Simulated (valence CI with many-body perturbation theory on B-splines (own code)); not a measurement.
Values are calculated unless marked as measured or tabulated.
# Sensitivity of CI+MBPT for Pt⁵⁵⁺

Method: configuration interaction combined with many-body perturbation theory (CI+MBPT): five valence electrons over a frozen Dirac-Fock core [Ar], radial functions for each j: 6 s, 6 p, 5 d, 5 f, 1 g, with the one-electron correlation potential Σ1 (screened to all orders), the two-electron term Σ2, the three-electron term Σ3, Breit, model QED; selected single and double excitations, second order for the rest, scaled by the run's own slope (own B-spline code, finite nucleus).

No measured spectrum was set against this ion. As an estimate, large intervals hold to a few tenths of a per cent, small ones and those within an open d or f shell to about a per cent. Among the levels kept, up to 420 cm⁻¹ of a level comes from second order outside the variational space, and about a tenth of that is noise between levels of different J, which matters for small intervals. Only levels of the ground parity were solved; by the run's estimate the other parity begins above the list, which can be wrong where configurations are misplaced.

The reference run has the lowest level (3d3/2^4 3d5/2) J=5/2 and an ionisation energy of 5409.94 eV. Its largest variational space holds 10000 state functions.

Levels are named by their leading jj configuration (3d3/2^4 stands for four electrons in 3d with j = 3/2), which in mixed levels can hold well under half, so a name can repeat and another be missing. Letters in brackets count levels of one name in rising energy.

Changed runs:
A. correlating orbitals by l 3 3 3 3 1 → 4 6 3 0 1; box radius (bohr) 2.0466 → 3.99
B. factor on the speed of light 1 → 100; QED terms on → off; lowest core n in screening and Σ2 1 → 4
C. correlating orbitals by l 3 3 3 3 1 → 4 4 3 0 0
D. factor on the speed of light 1 → 1.1 (bad on purpose)

Excitation energies of the reference run in cm⁻¹, and shifts in cm⁻¹:

```csv
Level,Reference,A,C,D
(3d3/2^3 3d5/2^2) J=5/2 [a],627584,-949,-1222,-129809
(3d3/2^3 3d5/2^2) J=7/2 [a],726035,-575,-259,-126953
(3d3/2^3 3d5/2^2) J=11/2,735341,-845,-563,-124273
(3d3/2^3 3d5/2^2) J=3/2 [a],743826,-166,+72,-129148
(3d3/2^3 3d5/2^2) J=9/2,785905,-451,+214,-127411
(3d3/2^3 3d5/2^2) J=5/2 [b],820432,-142,+769,-130147
(3d3/2^3 3d5/2^2) J=1/2,856743,+156,+1038,-135807
(3d3/2^3 3d5/2^2) J=7/2 [b],857681,-48,+912,-128417
(3d3/2^3 3d5/2^2) J=3/2 [b],1012900,+1430,+2617,-138016
(3d3/2^2 3d5/2^3) J=5/2 [a],1343680,-1059,-1266,-255987
(3d3/2^2 3d5/2^3) J=7/2 [a],1419950,-1024,-690,-257063
(3d3/2^2 3d5/2^3) J=11/2,1421430,-1413,-1164,-254173
Ionisation energy (eV),5409.94,-0.33,-0.44,+4.42
```

Run B: It gave no result: the setting left no core shell for the response of the core. The program said: "need at least one array to concatenate".
